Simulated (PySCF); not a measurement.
C4H7 (SMILES C=C([CH2-])C), charge -1, singlet, geometry from GFN2-xTB (in this run its highest filled SCF level lies above zero, so its values depend strongly on the basis, on diffuse functions most of all); PySCF with PBE0/STO-3G.

PySCF was given this input:
```python
from pyscf import gto, scf, dft

mol = gto.M(
    atom='''
C    -0.19024082    0.13060277    1.42330928
C    -0.00498966    0.11664803    0.05908609
H    -0.28744948    1.05632604    1.97577308
H    -0.20755370   -0.77968074    2.01169741
C     0.08676696    1.20492954   -0.78061181
H     0.17732246    1.09117949   -1.85501323
H    -0.03223483    2.21755638   -0.41733078
C     0.10356375   -1.24871026   -0.60034753
H     0.36600386   -2.02101005    0.12619141
H    -0.84814294   -1.53662037   -1.06173446
H     0.86145311   -1.24857125   -1.38819972
''',
    basis='sto-3g',
    charge=-1,
    verbose=4,
)

mf = dft.RKS(mol)
mf.xc = 'pbe0'
mf.kernel()
```

It wrote (shortened):

```
PySCF version 2.14.0

[INPUT] verbose = 4
[INPUT] num. atoms = 11
[INPUT] num. electrons = 32
[INPUT] charge = -1
[INPUT] spin (= nelec alpha-beta = 2S) = 0
[INPUT] symmetry False subgroup None
[INPUT] Mole.unit = angstrom
[INPUT] Symbol           X                Y                Z      unit          X                Y                Z       unit  Magmom
[INPUT]  1 C     -0.190240820000   0.130602770000   1.423309280000 AA   -0.359503047513   0.246803466410   2.689664729752 Bohr   0.0
[INPUT]  2 C     -0.004989660000   0.116648030000   0.059086090000 AA   -0.009429090855   0.220432829670   0.111656527871 Bohr   0.0
[INPUT]  3 H     -0.287449480000   1.056326040000   1.975773080000 AA   -0.543200791849   1.996166913846   3.733670005488 Bohr   0.0
[INPUT]  4 H     -0.207553700000  -0.779680740000   2.011697410000 AA   -0.392219649140  -1.473383063198   3.801557150397 Bohr   0.0
[INPUT]  5 C      0.086766960000   1.204929540000  -0.780611810000 AA    0.163965791061   2.276986829998  -1.475142530501 Bohr   0.0
[INPUT]  6 H      0.177322460000   1.091179490000  -1.855013230000 AA    0.335090885134   2.062030388843  -3.505466962145 Bohr   0.0
[INPUT]  7 H     -0.032234830000   2.217556380000  -0.417330780000 AA   -0.060915000372   4.190574223982  -0.788640877551 Bohr   0.0
[INPUT]  8 C      0.103563750000  -1.248710260000  -0.600347530000 AA    0.195707123933  -2.359720400334  -1.134492411259 Bohr   0.0
[INPUT]  9 H      0.366003860000  -2.021010050000   0.126191410000 AA    0.691647055934  -3.819155489494   0.238467204173 Bohr   0.0
[INPUT] 10 H     -0.848142940000  -1.536620370000  -1.061734460000 AA   -1.602757871083  -2.903791656728  -2.006387346413 Bohr   0.0
[INPUT] 11 H      0.861453110000  -1.248571250000  -1.388199720000 AA    1.627910447055  -2.359457709506  -2.623317276998 Bohr   0.0

nuclear repulsion = 112.850406460393
number of shells = 19
number of NR pGTOs = 81
number of NR cGTOs = 27
basis = sto-3g
ecp = {}

******** <class 'pyscf.dft.rks.RKS'> ********
method = RKS
initial guess = minao
damping factor = 0
level_shift factor = 0
DIIS = <class 'pyscf.scf.diis.CDIIS'>
diis_start_cycle = 1
diis_space = 8
diis_damp = 0
SCF conv_tol = 1e-09
SCF conv_tol_grad = None
SCF max_cycles = 50
direct_scf = True
direct_scf_tol = 1e-13
XC library pyscf.dft.libxc version 7.1.2
    S. Lehtola, C. Steigemann, M. J. T. Oliveira, and M. A. L. Marques,  SoftwareX 7, 1–5 (2018)
XC functionals = pbe0
    C. Adamo and V. Barone,  J. Chem. Phys. 110, 6158 (1999)
    M. Ernzerhof and G. E. Scuseria,  J. Chem. Phys. 110, 5029 (1999)
radial grids:
    Treutler-Ahlrichs [JCP 102, 346 (1995); DOI:10.1063/1.469408] (M4) radial grids

becke partition: Becke, JCP 88, 2547 (1988); DOI:10.1063/1.454033
pruning grids: <function nwchem_prune>
grids dens level: 3
symmetrized grids: False
atomic radii adjust function: <function treutler_atomic_radii_adjust>
small_rho_cutoff = 0
Set gradient conv threshold to 3.16228e-05
Initial guess from minao.
tot grids = 125128
init E= -154.781545583415
  HOMO = -0.128163990106065  LUMO = 0.0817135636595155  gap/eV = 5.71106
cycle= 1 E= -154.284986589517  delta_E= 0.497  |g|= 0.439  |ddm|= 4.18
  HOMO = 0.332168574208151  LUMO = 0.554000148218314  gap/eV = 6.03634
cycle= 2 E= -154.329607251085  delta_E= -0.0446  |g|= 0.263  |ddm|= 1.02
  HOMO = 0.239745626385836  LUMO = 0.491707182341455  gap/eV = 6.85622
cycle= 3 E= -154.351870284549  delta_E= -0.0223  |g|= 0.0513  |ddm|= 0.391
  HOMO = 0.238075033143288  LUMO = 0.483879238707637  gap/eV = 6.68867
cycle= 4 E= -154.352638505759  delta_E= -0.000768  |g|= 0.00621  |ddm|= 0.0687
  HOMO = 0.237995498109753  LUMO = 0.484716843944711  gap/eV = 6.71363
cycle= 5 E= -154.352646280971  delta_E= -7.78e-06  |g|= 0.00375  |ddm|= 0.0127
  HOMO = 0.238061332806976  LUMO = 0.484778599938497  gap/eV = 6.71352
cycle= 6 E= -154.352651224047  delta_E= -4.94e-06  |g|= 0.00058  |ddm|= 0.00659
  HOMO = 0.23811061624942  LUMO = 0.484790465404301  gap/eV = 6.71250
cycle= 7 E= -154.352651336134  delta_E= -1.12e-07  |g|= 0.000131  |ddm|= 0.00101
  HOMO = 0.238114991701405  LUMO = 0.48479368162135  gap/eV = 6.71247
cycle= 8 E= -154.352651341449  delta_E= -5.31e-09  |g|= 3.3e-06  |ddm|= 0.000174
  HOMO = 0.23811520242179  LUMO = 0.484793886000836  gap/eV = 6.71247
cycle= 9 E= -154.352651341453  delta_E= -4.43e-12  |g|= 6.27e-07  |ddm|= 6.7e-06
  HOMO = 0.238115277055838  LUMO = 0.484793833715792  gap/eV = 6.71247
Extra cycle  E= -154.352651341453  delta_E= 5.68e-13  |g|= 5.21e-07  |ddm|= 1.54e-06
converged SCF energy = -154.352651341453
```
